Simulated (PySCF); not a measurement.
C2H6OSSi, SMILES C(S)[SiH2]C=O, singlet (GFN2-xTB optimised geometry):

```
11

O      1.585    -1.842     0.000
C      0.382    -1.842     0.000
Si    -0.703    -0.257     0.000
C      0.460     1.244    -0.061
S     -0.487     2.812    -0.056
H     -0.161    -2.812     0.000
H     -1.585    -0.295    -1.165
H     -1.479    -0.254     1.245
H      1.030     1.274    -0.988
H      1.170     1.280     0.764
H     -1.090     2.629     1.117
```

Method: PySCF with PBE/def2-TZVP.

**Question.** What are the frontier orbital energies and the dipole moment?

**Answer.** HOMO-2 -8.07 eV, HOMO-1 -5.94 eV, HOMO -5.41 eV, LUMO -2.80 eV, LUMO+1 -0.97 eV; dipole moment 1.55 D.

Meta-Löwdin charges at PBE/def2-TZVP: O1 -0.33, C2 0.06, Si3 0.54, C4 -0.49, S5 -0.08, H6 0.07, H7 -0.07, H8 -0.08, H9 0.15, H10 0.15, H11 0.09.
